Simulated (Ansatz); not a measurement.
Total energies of BEt2Ph (C10H15B) from Ansatz at B3LYP-D4/def2-TZVP, gas phase (1 Eh = 27.2114 eV = 2625.5 kJ/mol). The reference geometry is relaxed at PBE-D4/def2-SVP.

```csv
state,geometry,energy (Eh)
charge 0 singlet,reference,-415.15731
charge 1 doublet,reference,-414.83774
charge -1 doublet,reference,-415.14899
free B atom (doublet),–,-24.66392
free C atom (triplet),–,-37.85948
free H atom (doublet),–,-0.50215
```

B3LYP takes the VWN-RPA correlation.

(1) Work out the vertical ionisation energy to the doublet.

(2) Work out the vertical electron affinity, to the doublet.

(3) Give the fundamental gap IE − EA, the Mulliken electronegativity (IE + EA)/2 and the hardness (IE − EA)/2.

(4) What is the binding energy per atom against free atoms?

(1) E(charge 1 doublet) − E(charge 0 singlet) = -414.83774 − (-415.15731) = 0.31957 Eh = 8.70 eV. For comparison, −ε of the highest occupied level is 6.84 eV at this level, 1.86 eV less.

(2) E(charge 0 singlet) − E(charge -1 doublet) = -415.15731 − (-415.14899) = -0.00832 Eh = -0.23 eV; negative, so the extra electron isn't bound. The basis lacks diffuse functions, which makes affinities too small.

(3) From the values in Eh: IE − EA = 0.31957 − (-0.00832) = 0.32789 Eh = 8.92 eV; (IE + EA)/2 = 4.23 eV; (IE − EA)/2 = 4.46 eV. The HOMO–LUMO gap of the same run is 5.51 eV, 3.41 eV smaller than the fundamental gap.

(4) Atoms: 1 × (-24.66392) + 10 × (-37.85948) + 15 × (-0.50215) = -410.79097 Eh. Binding: -410.79097 − (-415.15731) = 4.36634 Eh = 118.81 eV, or 4.57 eV for each of 26 atoms (no zero-point energy, no counterpoise term).

At B3LYP-D4/def2-TZVP the highest occupied level of the charge -1 doublet lies above zero (up to 1.95 eV). By energy differences it is unbound by 0.23 eV (vertical, against the charge 0 singlet, at B3LYP-D4/def2-TZVP) and held by the finite basis.
